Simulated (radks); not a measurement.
Question: Ba+, 55 electrons, occupied as [Xe] 5d1 (not the ground configuration). Method: scalar-relativistic Kohn-Sham, r2SCAN, spin-unpolarised, spherical densities, finite nucleus; meta-GGA in the generalised Kohn-Sham scheme; Fermi nuclear charge, rms radius 4.8378 fm; computed with a radial shooting solver on a logarithmic mesh with Libxc functionals. Some entries of the table are withheld. Estimate them.

orbital,occ.,eigenvalue (Ry),r(max) (bohr),<r> (bohr)
1s,2,-2743.282,0.01643,0.02558
2s,2,-435.1957,0.09283,0.1097
2p,6,-390.0421,0.07464,0.09620
3s,2,-92.60887,0.2659,0.2914
3p,6,-78.04549,0.2603,0.2896
3d,10,-56.91772,0.2154,0.2666
4s,2,-18.59891,0.6252,0.6744
4p,6,-13.87434,0.6536,(1)
4d,10,-6.99088,0.6951,0.8006
5s,2,-2.82458,1.478,(2)
5p,6,-1.70707,1.678,1.930
5d,1,-0.40869,2.419,3.261

Answer: 
(1) 4p <r> (bohr): 0.7157
(2) 5s <r> (bohr): 1.655
